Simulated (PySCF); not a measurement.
SMILES [Al]([SiH2][SiH2]Cl)([OH])[OH], B3LYP/def2-SVP optimised geometry.

```
12

Si    -0.43     1.30     0.00
Cl    -1.06     3.30     0.00
Si    -1.26     0.15     1.88
Al    -0.48    -2.15     1.77
O     -0.84    -3.26     3.00
O      0.45    -2.49     0.38
H     -0.90     0.67    -1.27
H      1.06     1.30     0.00
H     -2.76     0.23     1.85
H     -0.79     0.85     3.11
H     -0.62    -4.19     3.11
H      0.87    -3.30     0.08
```

Density from B3LYP/def2-TZVP (PySCF) at that geometry.

Minimum of the electron density along straight lines between bonded atoms, close to the bond critical point (lines longer than 1.1 times the sum of covalent radii, or with two minima, are not listed):

| bond | length / Å | ρ at the minimum / e bohr⁻³ | ∇²ρ there / e bohr⁻⁵ | position (fraction from the first atom) |
|---|---|---|---|---|
| Si1–Cl2 | 2.097 | 0.092 | 0.17 | 0.36 |
| Si1–Si3 | 2.352 | 0.094 | -0.16 | 0.54 |
| Si3–Al4 | 2.432 | 0.066 | 0.00 | 0.64 |
| Al4–O5 | 1.700 | 0.107 | 0.78 | 0.43 |
| Al4–O6 | 1.704 | 0.106 | 0.77 | 0.43 |
| Si1–H7 | 1.490 | 0.122 | 0.14 | 0.49 |
| Si1–H8 | 1.491 | 0.122 | 0.14 | 0.49 |
| Si3–H9 | 1.496 | 0.117 | 0.15 | 0.49 |
| Si3–H10 | 1.496 | 0.117 | 0.15 | 0.49 |
| O5–H11 | 0.960 | 0.355 | -2.39 | 0.80 |
| O6–H12 | 0.961 | 0.355 | -2.39 | 0.80 |
